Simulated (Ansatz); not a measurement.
One change: `[GeH3][CH2][TeH]` becomes `CC[TeH]`.

Ansatz, PBE0-D4/def2-TZVP geometries, multiplicity 1. 

Elements past krypton have def2 core potentials. Scalar relativity is left out up to krypton.

```csv
property,`[GeH3][CH2][TeH]`
LUMO energy (PBE/def2-TZVPP) / eV,-1.59
HOMO energy (B3LYP/def2-TZVPP) / eV,-5.96
HOMO–LUMO gap (ωB97M-V/def2-TZVPP) / eV,9.30
HOMO energy (PBE/def2-TZVPP) / eV,-5.13
size of the dipole moment (ωB97M-V/def2-TZVPP) / D,1.06
size of the dipole moment (B3LYP/def2-TZVPP) / D,1.07
```

Give the same properties after the change, and the shifts. (An estimate is asked.)

The calculation gave: 
| property | `CC[TeH]` | shift |
| --- | --- | --- |
| LUMO energy (PBE/def2-TZVPP) / eV | -1.41 | 0.18 |
| HOMO energy (B3LYP/def2-TZVPP) / eV | -5.81 | 0.15 |
| HOMO–LUMO gap (ωB97M-V/def2-TZVPP) / eV | 9.35 | 0.05 |
| HOMO energy (PBE/def2-TZVPP) / eV | -4.98 | 0.15 |
| size of the dipole moment (ωB97M-V/def2-TZVPP) / D | 1.37 | 0.31 |
| size of the dipole moment (B3LYP/def2-TZVPP) / D | 1.41 | 0.34 |

Dipoles are sizes alone; their direction can turn.

B3LYP here is the variant with VWN-RPA as its local correlation; programs differ in this.

Spin–orbit coupling is left out; it splits and shifts lone-pair levels of the heavy atoms by tenths of an eV.
